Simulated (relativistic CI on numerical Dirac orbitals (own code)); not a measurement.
**Xe XXVIII: q coefficients and field-shift factors**

Computed by Dirac-Coulomb-Breit CI, KLI orbitals optimised for each configuration, derivatives by finite differences, unscaled Slater integrals, QED left out (own radial code, finite nucleus).

Configuration list (outside the closed core [Ne]): 3s2.3p6.3d9, 3s2.3p5.3d10, 3s.3p6.3d10, 3s2.3p6.3d8.4s, 3s2.3p6.3d8.4p, 3s2.3p6.3d8.4d, 3s2.3p4.3d10.4s, 3s2.3p6.3d8.4f. Levels of other configurations are missing.

With x = (α/α₀)² − 1 an excitation energy changes as ω = ω₀ + qx; K = 2q/ω₀ is the relative enhancement. Terms are leading LS components, so labels can repeat. The field-shift factor is F = δν/δ⟨r²⟩ for the transition from the lowest level.

Lowest level 3s2.3p6.3d9 2D_5/2.

| Level | ω₀ (cm⁻¹) | q (cm⁻¹) | K | F (GHz/fm²) |
| --- | --- | --- | --- | --- |
| 3s2.3p6.3d9 2D_3/2 | 108813 | 108700 | 2 | 1.08 |
| 3s2.3p5.3d10 2P°_3/2 | 2075363 | 147900 | 0.143 | 6.6 |
| 3s2.3p5.3d10 2P°_1/2 | 2599006 | 727000 | 0.559 | -13.2 |
| 3s.3p6.3d10 2S_1/2 | 3768373 | 832100 | 0.442 | -772 |
| 3s2.3p6.3d8.4s 4F_9/2 | 4985290 | -323600 | -0.13 | 263 |
| 3s2.3p6.3d8.4s 2F_7/2 | 5000758 | -322200 | -0.129 | 262 |
| 3s2.3p6.3d8.4s 2D_5/2 | 5038166 | -324100 | -0.129 | 262 |
| 3s2.3p6.3d8.4s 2D_3/2 | 5042670 | -319400 | -0.127 | 262 |
| 3s2.3p6.3d8.4s 4F_7/2 | 5092409 | -218500 | -0.0858 | 263 |
| 3s2.3p6.3d8.4s 4F_5/2 | 5094798 | -217100 | -0.0852 | 263 |
| 3s2.3p6.3d8.4s 4P_1/2 | 5120539 | -297600 | -0.116 | 263 |
| 3s2.3p6.3d8.4s 4P_5/2 | 5137791 | -212800 | -0.0828 | 263 |
| 3s2.3p6.3d8.4s 4F_3/2 | 5139746 | -210800 | -0.082 | 263 |

At this charge energies of transitions that change n are usually good to better than 1 %, and those within a shell (Δn = 0) to a few per cent.
